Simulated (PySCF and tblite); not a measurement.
Results of a calculation; reference values are marked as such.
Stationary points of C4H11NSi at GFN2-xTB, in Å:

Structure A

```
 1 C     2.067    0.034   -0.539
 2 N     0.665   -0.184   -0.396
 3 C     0.093   -1.093    0.552
 4 C    -1.019   -0.380    1.342
 5 Si   -1.787    0.793    0.057
 6 C    -0.270    0.648   -1.104
 7 H     2.433   -0.281   -1.529
 8 H     2.609   -0.534    0.215
 9 H     2.320    1.097   -0.415
10 H     0.877   -1.471    1.214
11 H    -0.351   -1.962    0.034
12 H    -0.578    0.182    2.165
13 H    -1.707   -1.102    1.776
14 H    -3.014    0.272   -0.551
15 H    -2.000    2.148    0.571
16 H    -0.530    0.215   -2.083
17 H     0.190    1.620   -1.308
```

Structure B

```
 1 C     2.036   -0.051   -0.645
 2 N     0.773    0.238   -0.013
 3 C     0.196   -0.913    0.656
 4 C    -1.117   -0.476    1.306
 5 Si   -1.819    0.793    0.070
 6 C    -0.202    0.794   -0.938
 7 H     1.948   -0.806   -1.446
 8 H     2.739   -0.420    0.102
 9 H     2.437    0.865   -1.077
10 H     0.911   -1.279    1.399
11 H     0.002   -1.734   -0.059
12 H    -0.910   -0.009    2.268
13 H    -1.758   -1.335    1.495
14 H    -2.962    0.295   -0.704
15 H    -2.128    2.087    0.678
16 H    -0.289    0.178   -1.851
17 H     0.137    1.783   -1.251
```

Structure C

```
 1 C     1.808    0.299   -0.230
 2 N     0.702   -0.510   -0.694
 3 C     0.072   -1.263    0.374
 4 C    -0.804   -0.362    1.272
 5 Si   -1.487    0.936    0.057
 6 C    -0.331    0.296   -1.339
 7 H     2.295    0.755   -1.092
 8 H     2.530   -0.342    0.274
 9 H     1.504    1.101    0.460
10 H     0.840   -1.786    0.947
11 H    -0.566   -2.014   -0.103
12 H    -0.196    0.090    2.056
13 H    -1.566   -0.959    1.769
14 H    -2.904    0.761   -0.259
15 H    -1.205    2.312    0.475
16 H    -0.881   -0.361   -2.018
17 H     0.138    1.066   -1.949
```

Geometries: GFN2-xTB; energies: B3LYP/pcSseg-1 + D3(BJ); zero-point and thermal terms from GFN2-xTB harmonic modes (soft modes blended into free rotors).

**Question.** Which structure is a saddle point, and along which motion?

**Answer.** A: one imaginary mode (252i cm⁻¹ at GFN2-xTB, mostly on N2, C1, H9), along the pyramidal inversion at N2.

**Question.** Give their symmetry and energies above the lowest.

**Answer.** A C1, 7.4 kcal/mol; B C1, 0.0 kcal/mol; C C1, 3.4 kcal/mol.
